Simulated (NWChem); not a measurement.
CH8OSi2; SMILES C[SiH2]O[SiH3]

```xyz
12

Si    -0.1434    -2.0916    -0.0932
O     -0.3542    -0.4513    -0.0565
Si     0.3523     1.0534    -0.1014
C     -0.9790     2.3521     0.0309
H      0.5038    -2.5105    -1.3742
H      0.7166    -2.5372     1.0458
H     -1.4795    -2.7431     0.0171
H      1.3221     1.1761     1.0322
H      1.1092     1.2040    -1.3840
H     -0.5361     3.3604     0.0035
H     -1.6932     2.2676    -0.8024
H     -1.5366     2.2471     0.9741
```
Atoms are numbered in this order, from 1.

Level: PBE0/def2-SVP (NWChem), optimised geometry, unscaled harmonic frequencies. 

**Question.** List the harmonic frequencies with IR intensities, and the thermochemistry.

**Answer.** 
```csv
frequency (cm⁻¹),IR intensity (km/mol)
33,2.0
55,0.1
75,0.9
165,0.3
223,2.6
498,10.2
580,3.5
708,1.7
711,3.5
737,29.0
755,98.0
770,79.4
879,45.3
933,621.6
950,82.5
952,58.1
965,223.5
1011,93.2
1110,435.4
1267,41.6
1424,4.5
1430,3.9
2215,106.2
2219,72.0
2229,212.3
2233,150.8
2255,110.1
3060,0.8
3166,2.3
3173,1.4
```

The zero-point energy is 52.6 kcal/mol, the thermal correction to the enthalpy at 298.15 K (with zero-point energy) is 58.0 kcal/mol and the heat capacity Cv comes out as 25.0 cal/(mol K). The entropy at 298.15 K and 1 atm (symmetry number 1) is 87.8 cal/(mol K) and the dipole moment is 0.61 D.

Rigid rotor and harmonic oscillator; modes under 100 cm⁻¹ make the entropy uncertain.
